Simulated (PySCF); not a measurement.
B3LYP has the VWN-RPA correlation part, as in Gaussian. 

Species: C3HN, SMILES `C#CC#N` (charge 0, multiplicity 1).

Problem. Give the LUMO, HOMO and dipole moment at the level B3LYP-D3(BJ)/def2-TZVP (PySCF 2.14.0).

Solution. 
| Item | Value |
|---|---|
| LUMO | -1.85 eV |
| HOMO | -8.79 eV |
| dipole moment | 3.87 D |
